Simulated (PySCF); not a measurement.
## Radial density of Tl⁺ (thallium, charge +1)

MN15, [Xe] 4f14 5d9 6s2 7s1, high-spin 3D determinant (an excited configuration). Computed with PySCF 2.14 in aug-cc-pVQZ-PP with ECP60MDF (7s7p5d3f2g, 92 functions), with scalar relativity through the core potential. This is the valence pseudo-density: the core potential removes the inner electrons and smooths the orbitals near the nucleus.

| r (bohr) | 4πr²ρ (e/bohr) | 4πr²(ρα − ρβ) |
| --- | --- | --- |
| 0.0219 | 1.052e-05 | 0.0000 |
| 0.0369 | 1.807e-05 | 0.0000 |
| 0.0620 | 3.508e-05 | 0.0000 |
| 0.104 | 0.0001585 | 0.0000 |
| 0.175 | 0.001849 | 0.0001 |
| 0.295 | 0.05728 | 0.0021 |
| 0.496 | 2.579 | 0.0669 |
| 0.835 | 17.89 | 0.6746 |
| 1.40 | 10.69 | 0.8136 |
| 2.36 | 2.107 | 0.1250 |
| 3.97 | 0.2847 | 0.1634 |
| 6.68 | 0.1635 | 0.1632 |
| 11.2 | 0.006085 | 0.0061 |

Energies and moments cover only the electrons outside the core potential. Spin-orbit coupling, absent here, splits the open shell strongly. The outer electron is Rydberg-like, and this basis confines it to a smaller radius and binds it less than a complete one would.
